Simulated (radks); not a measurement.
Ca V, 16 electrons, occupied as [Ne] 3s2 3p3 3d1 (not the ground configuration). All-electron calculation, Dirac Kohn-Sham, B86b exchange with PBE correlation, spin-unpolarised, spherical densities, finite nucleus; open shells are shared between the two j in proportion to 2j + 1; Fermi nuclear charge, rms radius 3.4776 fm. Program: a radial shooting solver on a logarithmic mesh with Libxc functionals.

Normalised radial functions P(r) = r R(r) (large component), r in bohr:

```
   r/bohr * 2p1/2, o 2p3/2, + 3s1/2 (the largest magnitude, 1.68, reaches the edge; | marks zero, & curves that meet)
 0.002501                             &+
  0.00323                             &+
 0.004207                             &+
 0.005434                             & +
 0.007075                             & +
  0.00914                             & +
   0.0119                             |& +
  0.01537                             |& +
  0.02002                             |&  +
  0.02586                             | &  +
  0.03367                             |  & +
  0.04349                             |    &
  0.05664                             |   +  o*
  0.07316                             |  +       &
  0.09526                             |+             &
   0.1231                           + |                  &
   0.1602                       +     |                       &
    0.207                     +       |                         o*
   0.2695                    +        |                          &
   0.3482                       +     |                       &
   0.4533                             +                 *o
   0.5856                             |       +   &
   0.7564                             |     &        +
    0.985                             | &              +
    1.272                             |&            +
    1.657                             &        +
     2.14                             &   +
    2.787                             &+
      3.6                             &
    4.687                             &
    6.055                             &
    7.884                             &
```

2p1/2: eigenvalue -397.28 eV, 0 radial nodes, <r> = 0.325 bohr, 90 % of the charge inside 0.536 bohr. 2p3/2: eigenvalue -393.56 eV, 0 radial nodes, <r> = 0.327 bohr, 90 % of the charge inside 0.539 bohr. 3s1/2: eigenvalue -98.387 eV, 2 radial nodes at r = 0.101, 0.448 bohr, <r> = 1.09 bohr, 90 % of the charge inside 1.62 bohr.
